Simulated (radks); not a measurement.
Values are calculated unless marked as measured or tabulated.
Question: Au4+, 75 electrons, occupied as [Xe] 4f14 5d6.5 6s0.5 (fractional occupations, a model configuration). Level of theory: scalar-relativistic Kohn-Sham, AM05, spin-polarised, spherical densities, finite nucleus; open shells are filled with parallel spins first (spin-orbit coupling, left out, can overturn this in heavy ions); Fermi nuclear charge, rms radius 5.4371 fm (a radial shooting solver on a logarithmic mesh with Libxc functionals). Some entries of the table are withheld. Estimate them.

orbital  occ.  eigenvalue (hartree)  <r> (bohr)
1s up       1             -2966.990     0.01688
1s down     1             -2966.989     0.01688
2s up       1             -525.2756     0.07117
2s down     1             -525.2642     0.07117
2p up       3             -454.6701     0.06426
2p down     3             -454.6605     0.06426
3s up       1             -125.5183      0.1840
3s down     1             -125.5123      0.1840
3p up       3             -105.0300      0.1852
3p down     3             -105.0237      0.1852
3d up       5             -83.08135      0.1677
3d down     5             -83.07232      0.1677
4s up       1             -28.80725      0.4073
4s down     1             -28.79560      0.4073
4p up       3             -22.08374      0.4338
4p down     3             -22.07222      0.4337
4d up       5             -14.00119      0.4586
4d down     5             -13.98754      0.4584
5s up       1              -6.01052      0.9211
5s down     1              -5.93495      0.9173
4f up       7              -5.02056      0.4983
4f down     7              -5.00152      0.4967
5p up       3              -4.20062       1.053
5p down     3              -4.10881       1.048
5d up       5                   (1)       1.369
5d down   1.5                   (2)       1.369
6s up     0.5              -1.70443       2.116
6s down     0              -1.61682       2.162
6p up       0              -1.27662       2.510
6p down     0              -1.21429       2.590
6d up       0              -0.79122         (3)
5f up       0              -0.70621       2.861

Answer: 
(1) 5d up eigenvalue (hartree): -2.12639
(2) 5d down eigenvalue (hartree): -2.01762
(3) 6d up <r> (bohr): 3.437
